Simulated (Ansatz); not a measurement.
Basis-set extrapolation for C$_{7}$H$_{8}$ClN (`Cc1ccc(N)cc1Cl`) (PBE0-D4/def2-TZVP geometry, frozen core, the Gaussian-basis code of Ansatz). Multiplicity 1, RHF reference.

|  | def2-TZVPP | def2-QZVPP |
| --- | --- | --- |
| HF | -783.819957 | -783.846406 |
| MP2 correlation | -1.521240 | -1.626353 |
| CCSD(T) correlation | -1.641708 | not run |

Energies in hartree. Use E(X) = E(∞) + A·exp(−7.88·√X) for Hartree–Fock and E(X) = E(∞) + B·X^(−2.97) for correlation, with X = 3 and 4, and add CCSD(T) minus MP2 of the smaller set to the MP2 limit.

Question: What is the CCSD(T) energy at the basis-set limit?

Answer: HF limit: -783.846406 + (-0.026449) × 0.13774 = -783.85005. MP2 limit: -1.626353 + (-0.105113) × 0.74074 = -1.70421. Higher-order term: -1.641708 − (-1.521240) = -0.12047. Total: -785.67473 hartree, 559.4 kJ/mol below CCSD(T)/def2-TZVPP.
